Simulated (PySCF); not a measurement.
Molecule: SMILES O=C(C=C1C=C1)C(F)(F)F, C6H3F3O.

Geometry (Å), atoms numbered from 1 in this order:
```xyz
13

O    -2.4188    0.8478    1.4130
C    -1.4120    0.4264    0.8948
C    -0.1323    1.0750    0.8757
C     0.9636    0.5816    0.2921
C     2.3494    0.6875   -0.0514
C     1.6933   -0.4024   -0.4500
C    -1.4675   -0.9532    0.1676
F    -0.6059   -1.8435    0.7012
F    -1.1378   -0.8538   -1.1365
F    -2.6760   -1.5039    0.2208
H    -0.0935    2.0297    1.3804
H     3.2512    1.2489   -0.0088
H     1.6819   -1.3394   -0.9524
```

Frames of a GFN2-xTB Langevin trajectory at 300 K; GIAO PBE0/pcSseg-1 shieldings in PySCF, gas phase, non-relativistic; equivalent atoms averaged within each frame.

Referencing at the same level of theory: 17O (336.08 ppm) vs H2O; TMS for 13C (186.93 ppm), 1H (31.72 ppm); 19F (170.95 ppm) against CFCl3. The references are static minima.

**Question.** How do the shifts (ppm) fluctuate along the trajectory?

**Answer.** 
```csv
time (fs),O1,C2,C6,C4,C5,C7,C3,F8/F9/F10,H12,H13
250,533.1,172.5,163.2,151.0,150.7,126.0,92.1,-97.7,9.26,9.16
425,583.7,181.9,152.2,143.4,148.1,128.6,91.9,-87.3,8.20,9.33
625,572.7,185.0,146.8,143.3,152.2,131.7,89.7,-81.5,8.63,8.41
800,563.9,176.0,154.2,145.1,145.7,123.2,87.8,-94.0,8.74,9.28
1000,571.7,178.8,159.0,141.8,144.6,130.4,86.4,-74.7,8.01,9.81
mean of frames,565.0,178.8,155.1,144.9,148.3,128.0,89.6,-87.0,8.57,9.20
standard deviation,19.2,4.9,6.3,3.6,3.2,3.4,2.5,9.3,0.49,0.51
```

5 frames give an uncertainty of the mean of about the standard deviation over 2.2 at best, since frames this close in time may not be independent; classical motion lacks zero-point vibration, and the reference would need the same averaging.
